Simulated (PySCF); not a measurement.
SnF₃, SMILES [Sn]([F])([F])[F], multiplicity 2.

Coordinates come from a r2SCAN-D4/def2-SVP optimisation. The multiplicity is an assumed one; other spin states were not compared. The isomer is the one that the SMILES or the coordinates give; other isomers of the formula were not compared. The def2 effective core potentials stand for the cores of Sn; spin–orbit coupling is left out.

These are TDA-PBE/def2-SVPD (PySCF 2.14.0) values and carry that method's errors.

Vertical excitations; the highest root listed may be one member of a degenerate set. 

Task: Give excitation energies, oscillator strengths and character. (Estimate from the structure and the level; the computed values follow.)

Result: 
```tsv
state	energy (eV)	λ (nm)	f	main pairs
root 1	2.75	451	0.000	β HOMO→LUMO 100 %
root 2	2.86	433	0.000	β HOMO−1→LUMO (degenerate set)
root 3	2.86	433	0.000	β HOMO−2→LUMO (degenerate set)
root 4	3.12	398	0.008	β HOMO−3→LUMO (degenerate set)
root 5	3.12	398	0.007	β HOMO−4→LUMO (degenerate set)
root 6	3.54	351	0.014	β HOMO−5→LUMO 98 %
root 7	4.61	269	0.027	β HOMO−7→LUMO (degenerate set)
root 8	4.61	269	0.027	β HOMO−6→LUMO (degenerate set)
root 9	6.10	203	0.049	α HOMO→LUMO 85 %, β HOMO−8→LUMO 15 %
root 10	6.39	194	0.147	α HOMO→LUMO+1 93 %
```
Unrestricted roots are not spin-pure.
